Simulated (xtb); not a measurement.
The molecule BS, multiplicity 2 (the spin of the measured ground state).

Constants: fifth-degree fit in 1/R to seven points, most abundant isotopes. In def2 and cc sets the state is the lowest found near the PBE0 minimum, followed along R.

Codes used: xtb for the GFN methods. Each number belongs to the level named beside it. The GFN methods have no spin term and hold the electronic entropy of 300 K.

Energies at GFN2-xTB:

```csv
R (Å),E (hartree)
1.495037,-4.37468838
1.535226,-4.38297165
1.572200,-4.38642115
1.613997,-4.38661842
1.655794,-4.38382382
1.704021,-4.37786638
1.760286,-4.36832533
```

### Question
With a reduced mass of 8.1894 u, find the minimum, the force constant and the constants.

### Answer
A fifth-degree polynomial in 1/R puts the minimum at r_e = 1.5950 Å with force constant 845 N/m. Then ω_e = (1/2πc)√(k/μ) = 1323 cm⁻¹ and B_e = h/(8π²cμr_e²) = 0.8091 cm⁻¹; the cubic and quartic terms give α_e = 0.0078 and ω_e x_e = 9.2 cm⁻¹.
